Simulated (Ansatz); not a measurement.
Computed with Ansatz on PBE0-D4/def2-TZVP structures; ΔE is electronic, products minus reactants. CCSD(T)/CBS adds triple-zeta CCSD(T) − MP2 to the extrapolated MP2 energy (def2 sets, frozen cores). DFT in def2-TZVPP. B3LYP here is the variant with VWN-RPA as its local correlation; programs differ in this. def2 core potentials past Kr. For W outer-core shells are correlated without core-valence functions, which leaves a few kJ/mol of doubt a bond. One conformer a species, not always the lowest.

Reaction (redistribution): `[NH2][W](=[O])(=[S])[Cl]` + `O[SiH]([SiH3])S` → `[O]=[W]([OH])(=[S])[Cl]` + `N[SiH]([SiH3])S`

`[NH2][W](=[O])(=[S])[Cl]`:

Cartesian coordinates in Å:
```
N 0.351 0.895 0.754
W -0.215 -0.462 -0.481
O -0.284 0.255 -2.015
S 1.216 -2.042 -0.444
Cl -2.270 -1.251 0.072
H 0.924 0.722 1.566
H 0.279 1.882 0.548
```

`O[SiH]([SiH3])S`:

```xyz
10

O     1.860   -0.486   -0.146
Si    0.421    0.280   -0.385
Si   -1.230   -1.150    0.441
S     0.285    2.143    0.676
H     2.661    0.034   -0.234
H     0.231    0.630   -1.820
H    -2.563   -0.635    0.032
H    -1.157   -1.186    1.926
H    -1.056   -2.528   -0.090
H     0.548    2.899   -0.402
```

`[O]=[W]([OH])(=[S])[Cl]`:

Z-matrix (Å, degrees):
```
W
O 1 1.866
S 1 2.126 2 110.0
O 1 1.692 2 108.0 3 118.5
Cl 1 2.258 2 111.6 3 -121.6
H 2 0.961 1 125.0 3 18.0
```

`N[SiH]([SiH3])S`:

Z-matrix (Å, degrees):
```
Si
Si 1 2.339
S 1 2.161 2 107.6
N 1 1.713 2 110.4 3 120.9
H 1 1.487 2 112.3 3 -120.7
H 2 1.488 1 112.1 3 168.7
H 2 1.489 1 109.6 3 47.9
H 2 1.489 1 109.2 3 -70.7
H 3 1.344 1 94.9 2 -47.7
H 4 1.007 1 120.7 2 -53.7
H 4 1.007 1 120.1 2 159.7
```

```
          level  ΔE (kcal/mol)  difference from CCSD(T)/CBS
        BLYP-D4            5.4                         -1.3
     r2SCAN0-D4            5.8                         -0.9
   CAM-B3LYP-D4            5.8                         -0.9
        ωB97M-V            5.8                         -0.9
            PBE            5.1                         -1.6
         r2SCAN            5.2                         -1.5
          B3LYP            5.9                         -0.8
        LC-ωPBE            4.9                         -1.8
 MP2/def2-TZVPP            7.1                          0.4
CCSD/def2-TZVPP            6.9                          0.2
    CCSD(T)/CBS            6.7                            0
```

Largest T1 diagnostic among the species: 0.022, so the coupled-cluster value is less sure than usual.

At CCSD(T), def2-SVP lies −0.8 kcal/mol from the extrapolated value and def2-TZVPP +0.1 kcal/mol. From BLYP to BHLYP (50 % exact exchange), in def2-TZVPP and without D4, ΔE moves by +0.9 kcal/mol. Leaving LDA and LC-ωPBE aside and taking each functional with its dispersion term where it has one, the values, not all of them listed here, spread over 1.6 kcal/mol, from revPBE-D4 to BHLYP-D4.
